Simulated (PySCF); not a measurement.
## MP2, SCS-MP2 and SOS-MP2 from spin components

System: C₂H₅AlF₂ (SMILES C[CH2][Al]([F])[F]), singlet, geometry from GFN2-xTB (such geometries of metal compounds can be far from the true shape). Level: MP2/cc-pVDZ run with PySCF. Sums are taken with unrounded values, so a last digit can differ.

PySCF was given this input:
```python
from pyscf import gto, scf, mp

mol = gto.Mole()
mol.atom = '''
    Al    0.178713    0.156070    0.519070
    F     0.376616   -1.416126    0.980895
    F     0.563940    1.275851    1.668728
    C    -0.479972    0.611937   -1.304518
    C    -0.729478   -0.658694   -2.122130
    H     0.242650    1.254091   -1.817439
    H    -1.398956    1.202437   -1.237542
    H    -1.468123   -1.292894   -1.635804
    H     0.185515   -1.238859   -2.224563
    H    -1.092656   -0.410671   -3.119280
'''
mol.basis = 'cc-pvdz'
mol.charge = 0
mol.spin = 0
mol.verbose = 4
mol.max_memory = 1800
mol.build()

mf = scf.RHF(mol)
mf.kernel()

pt = mp.MP2(mf, frozen=9)
pt.kernel()
print('E(MP2) = %.10f' % pt.e_tot)
```

It gave an SCF energy of -519.604068 Eh, a same-spin correlation energy of -0.183222 Eh and an opposite-spin one of -0.542304 Eh.

**Question.** Work out the MP2, SCS-MP2 (6/5 and 1/3) and SOS-MP2 (1.3 and 0) correlation and total energies.

**Answer.** MP2: -0.542304 + (-0.183222) = -0.725526 Eh, total -520.329594 Eh, as the program printed. SCS-MP2: 1.2 × (-0.542304) + (-0.183222)/3 = -0.711839 Eh, total -520.315907 Eh. SOS-MP2: 1.3 × (-0.542304) = -0.704995 Eh, total -520.309063 Eh. Opposite spins carry 75 % of the MP2 correlation; same-spin pairs are already kept apart by exchange.
